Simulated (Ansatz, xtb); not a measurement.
The molecule NaS, multiplicity 2 (lowest of 2S+1 = 2, 4 at CCSD(T)/def2-TZVPP on PBE0 minima; our sources give no spin for the ground state, which may be another).

Seven points along R, fitted to fifth degree in 1/R; most abundant isotopes. In def2 and cc sets the state is the lowest found near the PBE0 minimum, followed along R.

Programs: Ansatz (a program for electronic structure); xtb for the GFN methods.  The GFN methods have no spin term and hold the electronic entropy of 300 K.

```json
[
 {"level": "GFN2-xTB", "r_e (Å)": "2.490", "ω_e (cm⁻¹)": "245", "α_e (cm⁻¹)": "0.0031", "ω_e x_e (cm⁻¹)": "2.6", "D_e (eV)": "-", "dipole (D)": "-"},
 {"level": "SVWN5/def2-TZVPP", "r_e (Å)": "2.454", "ω_e (cm⁻¹)": "335", "α_e (cm⁻¹)": "0.0016", "ω_e x_e (cm⁻¹)": "1.6", "D_e (eV)": "2.94", "dipole (D)": "7.69"},
 {"level": "PBE/def2-TZVPP", "r_e (Å)": "2.496", "ω_e (cm⁻¹)": "322", "α_e (cm⁻¹)": "0.0015", "ω_e x_e (cm⁻¹)": "1.6", "D_e (eV)": "2.60", "dipole (D)": "7.76"},
 {"level": "r2SCAN/def2-TZVPP", "r_e (Å)": "2.494", "ω_e (cm⁻¹)": "330", "α_e (cm⁻¹)": "0.0015", "ω_e x_e (cm⁻¹)": "1.6", "D_e (eV)": "2.67", "dipole (D)": "8.45"},
 {"level": "B97M-V/def2-TZVPP", "r_e (Å)": "2.485", "ω_e (cm⁻¹)": "332", "α_e (cm⁻¹)": "0.0015", "ω_e x_e (cm⁻¹)": "1.7", "D_e (eV)": "2.67", "dipole (D)": "8.12"},
 {"level": "B3LYP/def2-TZVPP", "r_e (Å)": "2.490", "ω_e (cm⁻¹)": "328", "α_e (cm⁻¹)": "0.0015", "ω_e x_e (cm⁻¹)": "1.6", "D_e (eV)": "2.53", "dipole (D)": "8.06"},
 {"level": "PBE0/def2-TZVPP", "r_e (Å)": "2.484", "ω_e (cm⁻¹)": "332", "α_e (cm⁻¹)": "0.0015", "ω_e x_e (cm⁻¹)": "1.5", "D_e (eV)": "2.53", "dipole (D)": "8.29"},
 {"level": "BHLYP/def2-TZVPP", "r_e (Å)": "2.476", "ω_e (cm⁻¹)": "339", "α_e (cm⁻¹)": "0.0015", "ω_e x_e (cm⁻¹)": "1.5", "D_e (eV)": "2.43", "dipole (D)": "8.47"},
 {"level": "CAM-B3LYP/def2-TZVPP", "r_e (Å)": "2.468", "ω_e (cm⁻¹)": "340", "α_e (cm⁻¹)": "0.0015", "ω_e x_e (cm⁻¹)": "1.5", "D_e (eV)": "2.56", "dipole (D)": "8.31"},
 {"level": "wB97X-V/def2-TZVPP", "r_e (Å)": "2.482", "ω_e (cm⁻¹)": "339", "α_e (cm⁻¹)": "0.0014", "ω_e x_e (cm⁻¹)": "1.5", "D_e (eV)": "2.70", "dipole (D)": "8.66"},
 {"level": "wB97M-V/def2-TZVPP", "r_e (Å)": "2.482", "ω_e (cm⁻¹)": "335", "α_e (cm⁻¹)": "0.0014", "ω_e x_e (cm⁻¹)": "1.5", "D_e (eV)": "2.71", "dipole (D)": "8.39"},
 {"level": "B2PLYP/def2-TZVPP", "r_e (Å)": "2.485", "ω_e (cm⁻¹)": "332", "α_e (cm⁻¹)": "0.0015", "ω_e x_e (cm⁻¹)": "1.5", "D_e (eV)": "2.50", "dipole (D)": "-"},
 {"level": "CCSD/def2-TZVPP", "r_e (Å)": "2.487", "ω_e (cm⁻¹)": "333", "α_e (cm⁻¹)": "0.0015", "ω_e x_e (cm⁻¹)": "1.5", "D_e (eV)": "2.34", "dipole (D)": "-"},
 {"level": "CCSD/def2-QZVPP", "r_e (Å)": "2.485", "ω_e (cm⁻¹)": "341", "α_e (cm⁻¹)": "0.0015", "ω_e x_e (cm⁻¹)": "1.8", "D_e (eV)": "2.51", "dipole (D)": "-"},
 {"level": "CCSD(T)/def2-TZVPP", "r_e (Å)": "2.487", "ω_e (cm⁻¹)": "331", "α_e (cm⁻¹)": "0.0015", "ω_e x_e (cm⁻¹)": "1.5", "D_e (eV)": "2.41", "dipole (D)": "-"},
 {"level": "CCSD(T)/def2-QZVPP", "r_e (Å)": "2.486", "ω_e (cm⁻¹)": "340", "α_e (cm⁻¹)": "0.0015", "ω_e x_e (cm⁻¹)": "1.8", "D_e (eV)": "2.59", "dipole (D)": "-"}
]
```

D_e counts from each atom's lowest state at the same level, without counterpoise or zero-point energy.

Correlated levels freeze the inner cores; with def2 sets outer-core shells near the valence are correlated too.
